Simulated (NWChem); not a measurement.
# Ionisation of Br (-1)

SMILES: [Br-]
```xyz
1

Br     0.0000     0.0000     0.0000
```
Charge -1, spin multiplicity 1.

All runs are NWChem calculations.

Basis set: def2-TZVPD. The species with one electron less has spin multiplicity 2. Δ marks differences of total energies (open shells unrestricted). −ε marks an orbital energy of the parent. That orbital need not have the symmetry of the hole or added electron in the Δ rows.

The Hamiltonian is non-relativistic. B3LYP has NWChem's definition, with VWN1-RPA local correlation. The stability of the SCF solutions was not checked.

### Question
Order these methods by the first vertical ionisation energy they give, lowest first: −ε(HOMO) of HF, −ε(HOMO) of PBE, −ε(HOMO) of B3LYP, −ε(HOMO) of BP86, −ε(HOMO) of M06-2X, ΔB3LYP.

### Answer
−ε(HOMO) of PBE (-0.07 eV), −ε(HOMO) of BP86 (0.03 eV), −ε(HOMO) of B3LYP (0.84 eV), −ε(HOMO) of M06-2X (2.19 eV), ΔB3LYP (3.55 eV), −ε(HOMO) of HF (3.79 eV)
